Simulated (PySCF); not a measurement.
**Two-component Hartree-Fock for Ag¹³⁺ (silver, charge +13)**

Start: [Ar] 3d10 4s2 4p4; 4p1/2 filled at m_j = -1/2, +1/2; 4p3/2 filled at m_j = +1/2, +3/2. Calculated with PySCF 2.14 in an even-tempered Gaussian basis (18 s from 0.58 bohr⁻², ratio 2.8; 14 p from 0.75 bohr⁻², ratio 2.8; 9 d from 1.3 bohr⁻², ratio 2.8; 4 f from 5.2 bohr⁻², ratio 3): generalised Hartree-Fock with the X2C-1e Hamiltonian and a Gaussian nucleus; spin-orbit coupling (SO) screened by Boettger's factors.

| spinor shell | electrons | ε, screened SO (eV) | weight of nominal j (screened SO) | rms radius, screened SO (bohr) |
| --- | --- | --- | --- | --- |
| 1s1/2 | 2 | -25946.1 | 1.000 | 0.0357 |
| 2s1/2 | 2 | -4162.2 | 1.000 | 0.146 |
| 2p1/2 | 2 | -3880.0 | 1.000 | 0.127 |
| 2p3/2 | 4 | -3702.0 | 1.000 | 0.131 |
| 3s1/2 | 2 | -1034.6 | 1.000 | 0.391 |
| 3p1/2 | 2 | -921.24 | 1.000 | 0.385 |
| 3p3/2 | 4 | -887.39 | 1.000 | 0.396 |
| 3d3/2 | 4 | -688.72 | 0.996 | 0.370 |
| 3d5/2 | 6 | -681.86 | 0.997 | 0.373 |
| 4s1/2 | 2 | -368.40 | 1.000 | 0.885 |
| 4p1/2 | 2 | -328.25 | 0.884 | 0.918 |
| 4p3/2 | 2 | -321.81 | 0.902 | 0.933 |

```json
{"quantity": "E (hartree)", "screened SO": "-5255.85490"}
{"quantity": "M_J", "screened SO": "2"}
{"quantity": "⟨J²⟩", "screened SO": "6.010"}
{"quantity": "⟨L²⟩", "screened SO": "2.705"}
{"quantity": "⟨S²⟩", "screened SO": "1.666"}
```

Each row is a mean over spinors that exchange with the open shell spreads, by up to 10.881 eV (4s1/2).

Rows whose weight is well below 1 are mixtures of j = l ± 1/2: exchange outweighs spin-orbit coupling there, and the label is only the starting occupation.

Breit and QED terms are absent; they matter most for the inner s and p1/2 levels.

Densities and radii are taken from the X2C orbitals without a picture-change correction, which distorts them close to the nucleus.
